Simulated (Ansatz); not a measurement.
`C[CH2][Al]([F])[SiH3]` and `C[CH2][Al]([F])[F]` differ in one atom or group.

Ansatz, PBE0-D4/def2-TZVP geometries, multiplicity 1. Each molecule was computed in one conformer, which needn't be the lowest.

```csv
property,`C[CH2][Al]([F])[SiH3]`
size of the dipole moment (ωB97M-V/def2-TZVPP) / D,1.70
HOMO energy (ωB97M-V/def2-TZVPP) / eV,-9.37
HOMO–LUMO gap (B3LYP/def2-TZVPP) / eV,5.55
LUMO energy (PBE0/def2-TZVPP) / eV,-1.40
LUMO energy (ωB97M-V/def2-TZVPP) / eV,0.25
size of the dipole moment (B3LYP/def2-TZVPP) / D,1.73
```

What does the change do to each property? (Best estimate.)

Ansatz gave: 
```csv
property,`C[CH2][Al]([F])[F]`,shift
size of the dipole moment (ωB97M-V/def2-TZVPP) / D,2.29,0.59
HOMO energy (ωB97M-V/def2-TZVPP) / eV,-10.75,-1.38
HOMO–LUMO gap (B3LYP/def2-TZVPP) / eV,7.45,1.90
LUMO energy (PBE0/def2-TZVPP) / eV,-0.52,0.88
LUMO energy (ωB97M-V/def2-TZVPP) / eV,1.01,0.76
size of the dipole moment (B3LYP/def2-TZVPP) / D,2.34,0.61
```

With PBE0 the HOMO falls by 1.17 eV and the LUMO rises by 0.88 eV, so the gap widens by about 2.05 eV. PBE moves the HOMO by -0.99 eV and ωB97M-V by -1.38 eV. Dipoles are sizes alone; their direction can turn.

B3LYP here is the variant with VWN-RPA as its local correlation; programs differ in this.
